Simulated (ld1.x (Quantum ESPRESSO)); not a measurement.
**LDA (PZ) ultrasoft dataset for carbon, non-relativistic all-electron reference.**

ld1.x (Quantum ESPRESSO) 7.5 input, shortened:

```
&input
   title='C', zed=6., rel=0, dft='PZ', iswitch=3,
   config='[He] 2s1.75 2p2.25'
 /
 &inputp
   pseudotype=3, tm=.true., lloc=-2, rcloc=1.15,
   nlcc=.false.,
   which_augfun='PSQ', rmatch_augfun_nc=.true.
 /
4
2S  1  0   1.75   0.00  0.85  0.95  0.0
2S  1  0   0.00   2.35  0.85  0.95  0.0
2P  2  1   2.25   0.00  1.60  2.00  0.0
2P  2  1   0.00   1.35  1.60  2.00  0.0
 &test
   configts(1)='2s1.75 2p2.25'
 /
```

- Cutoffs needed: 30 Ry and 45 Ry (the cutoffs (Ry, on a coarse ladder) from which the occupation-weighted sum of valence levels, in a spherical-Bessel basis at the reference potential, stays within 10 and 1 mRy of its value at 400 Ry)
- Ghost test: no extra level below or beside the all-electron valence levels (s, p, d, f tested) (spherical-Bessel basis up to 400 Ry, 20 bohr box)
- Largest excitation error: +170 meV (all-electron minus pseudo) for 2s2 2p0, out of 7 test configurations
- Lowest eigenvalue of the overlap operator: 0.56 (p channel)
- Density cutoff estimated by the generator: 413 Ry
